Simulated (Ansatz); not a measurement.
```yaml
atoms:
  - { symbol: O, position_ang: [-0.0130, -0.0123, -1.2060] }
  - { symbol: C, position_ang: [-0.0472, 0.0129, -0.0104] }
  - { symbol: O, position_ang: [0.0186, 0.0373, 1.1318] }
```

Basis set: aug-cc-pVDZ (spherical functions). Left uncorrelated: 3 orbitals. Charge 0, multiplicity 1.

Computed with Ansatz (development build ahead of 0.2.0); each method stands on the lowest determinant of its kind that the runs found. Restricted open shells among the atoms or ions are ROHF, correlated in semicanonical orbitals with singles.

Q: Give the atomization energy at this shape (free ground-state atoms in the same class of orbitals less the molecule, no zero-point energy) of singlet CO2 by RHF-MP2, RHF.

A:

| method | atomization energy |
| --- | --- |
| RHF-MP2 | 16.65 eV |
| RHF | 10.69 eV |
